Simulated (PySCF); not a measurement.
Compound: C₂H₁₄N₂Si₄.
Numbering: `[SiH3:1][N:2]([SiH3:3])[C@@H:4]1[CH2:5][SiH2:6][NH:7][SiH2:8]1`

Lines to be assigned: C 1s: 290.00 (area 1), 291.06 (area 1) eV; N 1s: 403.82 (area 1), 404.03 (area 1) eV; Si 1s: 1846.49 (area 1), 1846.58 (area 1), 1846.67 (area 2) eV; Si 2p3/2: 106.65 (area 1), 106.71 (area 1), 106.82 (area 2) eV.

Method: PySCF 2.14.0, delta-SCF UKS SCAN, pcX-2 on the ionised atom, pcseg-1 elsewhere, spin-free X2C. One conformer (not necessarily the lowest) at the PBE0-D3(BJ)/def2-SVP geometry, without solvent, vibrations or thermal averaging.

Task: Order the carbon atoms by C 1s binding energy.

Result: 290.00 eV: C5 (sp3 carbon bound to silicon); 291.06 eV: C4 (sp3 carbon bound to nitrogen). The listed C 1s values span 1.06 eV, from C5 (bonded to C, 2 H and Si) to C4 (bonded to N, C, H and Si).

Task: Order the nitrogen atoms by N 1s binding energy.

Result: 403.82 eV: N2 (nitrogen bridging silicon atoms); 404.03 eV: N7 (nitrogen bridging silicon atoms). The 2 N 1s values lie within 0.21 eV of each other; Gaussian lines of 0.5 eV full width would blend them into one maximum.

Bonded neighbours of each site: Si1/Si3: N and 3 H; N2: C and 2 Si; C4: N, C, H and Si; C5: C, 2 H and Si; Si6: N, C and 2 H; N7: H and 2 Si; Si8: N, C and 2 H.

Task: Give the binding energy of Si 2p3/2 of Si6 in hartree and in kJ/mol.

Result: 106.71 eV = 3.9215 Eh = 10296 kJ/mol.

Topologically equivalent atoms share the value of their first member; where this conformer doesn't relate them by symmetry, their own values could differ. 2p3/2 and 2p1/2 are the ΔSCF energy of one spin-free 2p hole plus the eigenvalues of a spin–orbit and ligand-field matrix of the shell. 2p1/2 minus 2p3/2 (ligand field included): Si 0.62 eV.

Time: 4.2 min; peak memory 0.71 GiB. Hardware: one thread, Intel Xeon Platinum 8259CL at 2.50 GHz (x86_64), shared host with 96 logical CPUs at a one-minute load of 15.
